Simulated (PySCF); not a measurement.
**Variants of one PySCF input: Cd2Se**

Base input, run as `OMP_NUM_THREADS=1 python input.py` with PySCF 2.14:

```python
from pyscf import gto, scf, tdscf

mol = gto.M(
    atom='Se 0 0 0; Cd 0 0 2.5967; Cd 0 0 -2.5967',
    basis='def2-svp',
    ecp={'Cd': 'def2-svp'},
    charge=0,
    spin=0,
    symmetry=True,
    verbose=3,
)
mf = scf.RHF(mol)
mf.kernel()
td = tdscf.TDA(mf)
td.nstates = 6
td.kernel()
td.analyze(verbose=3)
mf.dip_moment()
print('orbital energies (hartree):', mf.mo_energy[..., max(0, mol.nelec[1]-3):mol.nelec[0]+3].round(4))
```

Base result: E(SCF) = -2733.209502 Eh, μ(SCF) = 0.00 D, first singlet excitations without spin–orbit coupling 1.46, 1.46, 2.73, 4.47, 4.47 eV. At this level a UHF run with spin=2 ends 0.63 eV lower; the true order of the states can differ. With symmetry on the solver can miss roots, and labels of degenerate states are those of a subgroup.

Run time: 18 s on 1 thread of Arm Neoverse N1 (shared host), peak memory 0.21 GiB.

Each row names what differs from the base; energies in brackets are changes from the base.

```tsv
change	result	wall time (s)
density fitting: none → cc-pvdz-jkfit	stops with BasisNotFoundError (Basis set not found for Cd in cc-pvdz-jkfit)	1.2
electric field along z (a.u.): none → 0.001; point-group symmetry: on → off	E(SCF) = -2733.209785 Eh (-0.0077 eV), μ(SCF) = 1.44 D, first singlet excitations without spin–orbit coupling 1.46, 1.46, 2.73, 4.47, 4.47 eV	26
step after the SCF: tda → mp2; frozen orbitals: default → 0	E(SCF) = -2733.209502 Eh (+0.0000 eV), E(MP2) − E(SCF) = -1.02000 Eh, μ(SCF) = 0.00 D	4.5
spin-free X2C: off → on [unsound on purpose]	stops with NotImplementedError	0.97
spin (2S): 0 → 2; SCF type: RHF → UHF [a high spin state]	E(SCF) = -2733.232837 Eh (-0.6350 eV), ⟨S²⟩ = 2.009, μ(SCF) = 0.00 D, first excitations without spin–orbit coupling 1.72, 1.72, 3.43, 3.43, 3.52 eV	39
initial guess: minao → random (no such guess here, so PySCF falls back to its default)	E(SCF) = -2733.209502 Eh (+0.0000 eV), μ(SCF) = 0.00 D, first singlet excitations without spin–orbit coupling 1.46, 1.46, 2.73, 4.47, 4.47 eV	17
spin (2S): 0 → 1 [unsound on purpose] [runs as restricted open-shell]	stops with RuntimeError (Electron number 74 and spin 1 are not consistent)	0.88
number of roots: 6 → 2	E(SCF) = -2733.209502 Eh (+0.0000 eV), μ(SCF) = 0.00 D, first singlet excitations without spin–orbit coupling 1.46, 1.46 eV	8.5
```
